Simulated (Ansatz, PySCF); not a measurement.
System: NO, net charge 1, singlet state. 
Coordinates optimised at B3LYP-D3(BJ)/def2-TZVP (Ansatz, a first-principles code):
```
N
O 1 1.0564
```
Charge +1, spin multiplicity 1.

Total electronic energies in hartree. Correlated levels leave the core frozen unless marked. Spin-orbit coupling is left out. No relativistic terms. CBS(X,Y): correlation extrapolated as X^-3; Hartree-Fock from the larger set (for Q and 5 zeta extrapolated as (X+1)exp(-9√X)).

```csv
level,program,energy (Eh)
HF/aug-cc-pVTZ,Ansatz,-128.96788
BP86-D3(BJ)/def2-TZVPD,PySCF + dftd3,-129.60121
BP86/def2-TZVPD,PySCF,-129.60072
PBE0/def2-QZVPP,Ansatz,-129.46286
r2SCANh/def2-TZVPD,Ansatz,-129.52053
HSE06-D3(BJ)/def2-TZVPD,Ansatz + dftd3,-129.45134
CAM-B3LYP/def2-TZVPD,Ansatz,-129.54838
MP2/aug-cc-pVTZ,Ansatz,-129.37560
MP2/cc-pVTZ,Ansatz,-129.37008
MP2/cc-pwCVTZ,Ansatz,-129.37999
RI-MP2/def2-TZVPPD,Ansatz,-129.37480
SCS-MP2/STO-3G,Ansatz,-127.34206
SCS-MP2/cc-pVTZ,Ansatz,-129.36063
CCSD/STO-3G,Ansatz,-127.34399
"CCSD(T)/CBS(cc-pVQZ,cc-pV5Z)",Ansatz,-129.4387
```

Totals of different functionals don't rank their quality; only differences between species are comparable.
